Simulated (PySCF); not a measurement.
C4H10OSi, SMILES O1[C@@](CC1)([SiH3])C.

Geometry: B3LYP-D3(BJ)/def2-SVP. The structure was generated by enumeration; whether it is a known compound was not checked.

Two levels are set side by side: TDA-PBE/def2-SVPD (PySCF) and TDA-LC-ωPBE/def2-SVPD (PySCF). Vertical, same geometry. The lowest singlet is HOMO→LUMO 98 % with PBE and HOMO→LUMO+3 27 %, HOMO→LUMO+2 19 %, HOMO→LUMO+5 14 %, HOMO→LUMO 12 % with the other functional; states are paired by order. Differences are taken from unrounded values.

```json
[
 {"quantity": "lowest singlet excitation (eV)", "TDA-LC-ωPBE": "7.05"},
 {"quantity": "lowest triplet excitation (TDA) (eV)", "TDA-LC-ωPBE": "6.48"},
 {"quantity": "first bright state (f over 0.05) (eV)", "TDA-LC-ωPBE": "8.32"},
 {"quantity": "its oscillator strength", "TDA-LC-ωPBE": "0.18"}
]
```

Problem. What does TDA-PBE give, and how far is it from TDA-LC-ωPBE? (An estimate is asked for; the answer gives what the named calculation found.)

Solution. 
| quantity | TDA-PBE | TDA-PBE minus TDA-LC-ωPBE |
|---|---|---|
| lowest singlet excitation (eV) | 5.26 | -1.78 |
| lowest triplet excitation (TDA) (eV) | 5.12 | -1.36 |
| first bright state (f over 0.05) (eV) | 6.16 | -2.16 |
| its oscillator strength | 0.06 | -0.12 |

Functionals without exact exchange tend to place singlet excitations lower, as here. Differences between two approximate levels are no errors against the true value.

Rough cost on one machine, each run with all the roots and properties that it gave: TDA-LC-ωPBE against TDA-PBE about 4 times.
